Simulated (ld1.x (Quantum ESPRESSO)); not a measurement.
Al (Z = 13): excitation energies, all-electron against TM semilocal

aluminium, norm-conserving Troullier–Martins (semilocal form), made with ld1.x (Quantum ESPRESSO) 7.5 (PBE, scalar-relativistic). Core [Ne], reference 3s2 3p0 (charge +1). Waves: 3s (bound): rc 1.50 bohr; 3p (bound, empty): rc 2.70 bohr. Local part: the p channel. Core correction: none.

Energies are relative to the spin-unpolarised reference configuration 3s2 3p0; without spin polarisation the order of configurations can differ from experiment.

| valence configuration | charge | ΔE all-electron (eV) | error AE − PS (meV) |
| --- | --- | --- | --- |
| 3s2 3p1 | 0 | -5.761 | -1.2 |
| 3s1 3p0 | +2 | 19.225 | +27 |
| 3s1 3p2 | 0 | -0.622 | +5.1 |
| 3s1 3p1 | +1 | 5.810 | +9.7 |
| 3s2 3p1.3 | -0.3 | -6.336 | -1.6 |
| 3s0 3p3 | 0 | 4.689 | +41 |

(1) What are ΔE and the potential's error for 3s2 3p0.5?

Levels in the configuration 3s0 3p3:

```
level  all-electron (eV)  pseudo (eV)
   3p             -3.892       -3.883
```

## Answers

(1) ΔE = -3.676 eV all-electron; the error (AE − PS) is -0.3 meV.
